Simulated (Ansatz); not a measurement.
One change: `[AlH2][CH2]C(Cl)Cl` becomes `C[SiH2]C(Cl)Cl`.

Ansatz, PBE0-D4/def2-TZVP geometries, multiplicity 1. Each molecule was computed in one conformer, which needn't be the lowest. `[AlH2][CH2]C(Cl)Cl` holds a close contact that its SMILES doesn't draw: Cl···Al 2.53 Å.

| property | `[AlH2][CH2]C(Cl)Cl` |
| --- | --- |
| LUMO energy (PBE0/def2-TZVPP) / eV | -1.09 |
| LUMO energy (ωB97M-V/def2-TZVPP) / eV | 0.94 |
| HOMO–LUMO gap (ωB97M-V/def2-TZVPP) / eV | 11.08 |
| size of the dipole moment (PBE/def2-TZVPP) / D | 1.21 |
| size of the dipole moment (B3LYP/def2-TZVPP) / D | 1.21 |
| LUMO energy (B3LYP/def2-TZVPP) / eV | -1.34 |

Task: What does the change do to each property? (Best estimate.)

Result: The calculation gave: 
```csv
property,`C[SiH2]C(Cl)Cl`,shift
LUMO energy (PBE0/def2-TZVPP) / eV,-0.31,0.78
LUMO energy (ωB97M-V/def2-TZVPP) / eV,1.62,0.68
HOMO–LUMO gap (ωB97M-V/def2-TZVPP) / eV,11.93,0.85
size of the dipole moment (PBE/def2-TZVPP) / D,1.31,0.10
size of the dipole moment (B3LYP/def2-TZVPP) / D,1.42,0.21
LUMO energy (B3LYP/def2-TZVPP) / eV,-0.55,0.79
```

With PBE0 the HOMO falls by 0.11 eV and the LUMO rises by 0.78 eV, so the gap widens by about 0.89 eV. PBE moves the HOMO by -0.03 eV and ωB97M-V by -0.17 eV. Dipoles are sizes alone; their direction can turn.

B3LYP here is the variant with VWN-RPA as its local correlation; programs differ in this.
